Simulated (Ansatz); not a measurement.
`[SiH3]OBO[SiH3]`. The species carries charge 0 and has multiplicity 1.

Cartesian coordinates in Å:
```
Si -1.625 -1.596 -0.549
O -0.452 -0.505 -0.146
B 0.759 -0.622 0.464
O 1.514 0.482 0.665
Si 1.195 2.060 0.268
H -1.208 -2.968 -0.160
H -2.871 -1.223 0.162
H -1.841 -1.526 -2.013
H 1.169 -1.689 0.828
H -0.038 2.529 0.948
H 2.357 2.852 0.733
H 1.042 2.205 -1.201
```

Problem. What are the harmonic wavenumbers in cm⁻¹ at PBE0-D4/def2-TZVP (Ansatz, finite differences of forces, unscaled)? (Best estimate.)

Solution. Computed: 57, 75, 76, 107, 167, 205, 471, 714, 723, 728, 732, 764, 862, 917, 951, 951, 954, 957, 958, 983, 1132, 1259, 1411, 2234, 2237, 2240, 2248, 2249, 2256, 2613.

Problem. Is this a minimum?

Solution. Yes, all 30 modes are real.

Problem. Give the ideal-gas thermochemistry at 298.15 K and 1 bar (rigid rotor, harmonic oscillator; point group Cs, symmetry number 1).

Solution. Zero-point energy 192.8 kJ/mol; H(298) − E = 217.0 kJ/mol; entropy 380.9 J/(mol·K), of which translation 167.0, rotation 115.1, vibration 98.8; G(298) − E = 103.4 kJ/mol. Modes under 100 cm⁻¹ are hindered rotations or soft bends, so the harmonic entropy is rough.

Problem. And at 400, 500, 600, 800 and 1000 K?

Solution. 
```csv
T (K),H − E (kJ/mol),S (J/mol/K),G − E (kJ/mol)
400,230.7,420.1,62.6
500,246.5,455.4,18.8
600,264.3,487.8,-28.4
800,304.4,545.2,-131.8
1000,348.8,594.7,-245.9
```
